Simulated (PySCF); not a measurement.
**Mayer bond orders and bond lengths**

C₃H₃Cl₃Si.
Numbering: `[CH2:1]=[C:2]=[CH:3][Si:4]([Cl:5])([Cl:6])[Cl:7]` (hydrogens: H8, H9 on C1; H10 on C3)

Cartesian coordinates in Å at the PBE0-D3(BJ)/def2-TZVP level; atoms count from 1:
```
atom  x, y, z in Å
C1     2.2396   -0.0492   -0.1979
C2     1.0538   -0.1495    0.3175
C3    -0.1510   -0.2400    0.8028
Si4   -1.6343    0.1383   -0.2075
Cl5   -2.8628   -1.4846   -0.2763
Cl6   -2.6821    1.6671    0.6380
Cl7   -1.1135    0.6573   -2.0991
H8     2.7909    0.8833   -0.1504
H9     2.7072   -0.8961   -0.6880
H10   -0.2966   -0.5450    1.8376
```

Bond orders from the PBE0/pcSseg-2 density (PySCF). Geometry: PBE0-D3(BJ)/def2-TZVP; no solvent, vibrations or thermal averaging.

How far do the computed orders between heavy atoms stray from the drawn ones?

The largest departure is 0.173, at C2–C3 (drawn double, 1.827).

Give the Mayer order of every bond, beside its length.

```tsv
bond	drawn as	length (Å)	Mayer order
C1–C2	double	1.297	1.958
C2–C3	double	1.302	1.827
C3–Si4	single	1.834	1.035
Si4–Cl5	single	2.037	1.065
Si4–Cl6	single	2.037	1.066
Si4–Cl7	single	2.029	1.096
C1–H8	single	1.084	0.964
C1–H9	single	1.084	0.964
C3–H10	single	1.089	0.935
```

By pair of heavy elements: C–C: lowest C2–C3 (1.827, 1.302 Å), highest C1–C2 (1.958, 1.297 Å). Cl–Si: lowest Si4–Cl5 and Si4–Cl6 (1.065, 2.037 Å), highest Si4–Cl7 (1.096, 2.029 Å). Bonds named together lie within 0.004.

Sum the orders of all bonds at each heavy atom with more than one neighbour and set the sums beside the valence in the SMILES.

C1 3.886 (drawn 4), C2 3.785 (drawn 4), C3 3.797 (drawn 4), Si4 4.262 (drawn 4). Orders between atoms that aren't bonded are not in these sums.

For a closed shell the Mayer order of atoms A and B is Σ (PS)μν (PS)νμ over the basis functions μ on A and ν on B, with P the density and S the overlap matrix.
